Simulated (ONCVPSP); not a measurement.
# Configuration tests for zirconium (ONCV)

ONCVPSP 4.0.1 input, shortened (lines: element, Z, core and valence counts, functional; n l f; lmax; l rc ep ncon nbas qcut; lloc lpopt rc5 dvloc0; l nproj debl; icmod fcfact rcfact), BLYP, fully relativistic:

```
  Zr 40.00    6    4  -106131      upf
    1    0    2.00
    2    0    2.00
    2    1    6.00
    3    0    2.00
    3    1    6.00
    3    2   10.00
    4    0    2.00
    4    1    6.00
    4    2    2.00
    5    0    2.00
    2
    0    1.95    0.00    3    7    7.20
    1    1.50    0.00    3    8    4.90
    2    2.95    0.00    4    8    6.20
    4    5    1.50    0.00
    0    2    3.20
    1    3    2.90
    2    3    0.70
    0    0.00    0.00
```

Open shells are filled in proportion to 2j + 1.

Energies are relative to the spin-unpolarised reference configuration 4s2 4p6 4d2 5s2; without spin polarisation the order of configurations can differ from experiment.

Problem. Give the all-electron excitation energy and the error of the potential for: 4s2 4p6 4d2 5s1; 4s2 4p6 4d2 5s0; 4s2 4p6 4d1 5s0; 4s2 4p6 4d2 5s0 5p1.

Solution.

```csv
valence configuration,charge,ΔE all-electron (eV),error AE − PS (meV)
4s2 4p6 4d2 5s1,+1,7.061,0.0
4s2 4p6 4d2 5s0,+2,20.106,-1.6
4s2 4p6 4d1 5s0,+3,42.666,+22
4s2 4p6 4d2 5s0 5p1,+1,10.814,-0.4
```

Levels in the configuration 4s2 4p6 4d2 5s0 5p1:

```json
{"level": "4s j=1/2", "all-electron (eV)": "-62.146", "pseudo (eV)": "-62.176"}
{"level": "4p j=3/2", "all-electron (eV)": "-39.505", "pseudo (eV)": "-39.523"}
{"level": "4p j=1/2", "all-electron (eV)": "-41.297", "pseudo (eV)": "-41.317"}
{"level": "4d j=5/2", "all-electron (eV)": "-10.776", "pseudo (eV)": "-10.781"}
{"level": "4d j=3/2", "all-electron (eV)": "-10.921", "pseudo (eV)": "-10.926"}
{"level": "5p j=3/2", "all-electron (eV)": "-6.744", "pseudo (eV)": "-6.745"}
{"level": "5p j=1/2", "all-electron (eV)": "-6.915", "pseudo (eV)": "-6.916"}
```

These tests converged, but a pseudo level misses the all-electron one widely, so the file describes the atom poorly there or has found another state: 4s2 4p6 4d2 5s0 5p1: empty 5s by 5.6 eV.
